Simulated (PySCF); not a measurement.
# `C[C@@]12[C@H]3[C@H]4[C@@H]1[C@@]4(F)C[C@H]32`, C₈H₉F

Geometry (Å), atoms numbered from 1 in this order:
```xyz
18

C     2.2703    0.1221   -0.0408
C     0.7842    0.0355    0.0889
C    -0.0883   -0.6835    1.0884
C    -1.0463    0.5103    1.1217
C    -0.1800    1.2341    0.1174
C    -1.4941    0.6413   -0.3092
F    -2.5368    1.4547   -0.6228
C    -1.3134   -0.6406   -1.0781
C    -0.0798   -1.1185   -0.3600
H     2.7172   -0.8590    0.1045
H     2.5444    0.4864   -1.0303
H     2.6798    0.8031    0.7038
H     0.1682   -1.3120    1.9218
H    -1.5879    0.8845    1.9704
H     0.0795    2.2737    0.0422
H    -1.1424   -0.4597   -2.1397
H    -2.1645   -1.3117   -0.9578
H     0.3810   -2.0546   -0.6322
```

The calculation used GIAO B97-2/pcSseg-1 magnetisability, rotational g tensor and spin-rotation constants, non-relativistic, gas phase (PySCF 2.14.0). Geometry: GFN2-xTB.

(1) Give the nuclear spin-rotation constants along the inertial axes (H = +C I·J) beside the isotropic shieldings.

## Answers

(1) Rotational constants 3.5116, 1.4817, 1.3790 GHz. A star marks the isotopologue with that one atom substituted, in its own axes.
```
atom  isotope  Caa (kHz)  Cbb (kHz)  Ccc (kHz)  mean (kHz)  σ (ppm)
  F7      19F      1.784      0.160      0.463       0.802    416.8
 H10       1H     -0.186     -0.082     -0.141      -0.137     31.2
 H11       1H     -0.385     -0.166      0.039      -0.171     30.3
 H12       1H     -0.337      0.010     -0.133      -0.154     30.0
 H13       1H     -0.291     -0.180      0.011      -0.153     30.3
 H14       1H     -0.351     -0.124     -0.014      -0.163     30.0
 H15       1H     -0.417      0.024     -0.130      -0.174     30.2
 H16       1H     -0.384     -0.145      0.044      -0.162     29.3
 H17       1H     -0.245     -0.033     -0.115      -0.131     29.3
 H18       1H     -0.255     -0.030     -0.165      -0.150     31.1
  C1     13C*      0.449      0.218      0.204       0.290    168.6
  C2     13C*      0.394      0.262      0.276       0.311    154.7
  C3     13C*      0.340      0.230      0.294       0.288    160.0
  C4     13C*      0.398      0.189      0.267       0.284    166.9
  C5     13C*      0.407      0.226      0.259       0.297    162.2
  C6     13C*      0.638      0.414      0.420       0.490     93.3
  C8     13C*      0.553      0.249      0.252       0.351    150.5
  C9     13C*      0.356      0.281      0.242       0.293    159.7
```
For the geometry as given, no vibrational averaging.
